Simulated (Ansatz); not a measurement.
Ansatz (a first-principles code) input:

Ansatz 0.2 input:
```yaml
crystal:
  periodic: [false, false, false]
  atoms:
    - {symbol: Si, position_ang: [-2.14979165, -0.21274017, -0.33681531]}
    - {symbol: C, position_ang: [-0.34425749, -0.17764219, -0.13295896]}
    - {symbol: C, position_ang: [0.57361849, -1.12173267, -0.55876803]}
    - {symbol: C, position_ang: [1.92274627, -0.80024943, -0.24393471]}
    - {symbol: C, position_ang: [2.15690168, 0.39531770, 0.43803175]}
    - {symbol: S, position_ang: [0.59107872, 1.08722131, 0.65881360]}
    - {symbol: H, position_ang: [-2.92135924, -0.19396837, 0.94460150]}
    - {symbol: H, position_ang: [-2.59234521, -1.44365408, -1.05953624]}
    - {symbol: H, position_ang: [-2.71125405, 0.93746686, -1.11107737]}
    - {symbol: H, position_ang: [0.27599715, -2.02439021, -1.08600521]}
    - {symbol: H, position_ang: [2.73473126, -1.46679324, -0.52780632]}
basis:
  gaussian:
    orbitals: cc-pVTZ-DK
total_charge: -1
magnetization: {spin_polarized: false}
correlation: {method: ccsd_t, electrons: outside_noble_gas}
```

### Question
Which total energy does the run end on?

### Answer
-843.64447 Eh (X2C-CCSD(T)/cc-pVTZ-DK). The basis has 258 functions.

It need not be the lowest isomer of its formula. Whether it binds its extra electron was not tested at this geometry.
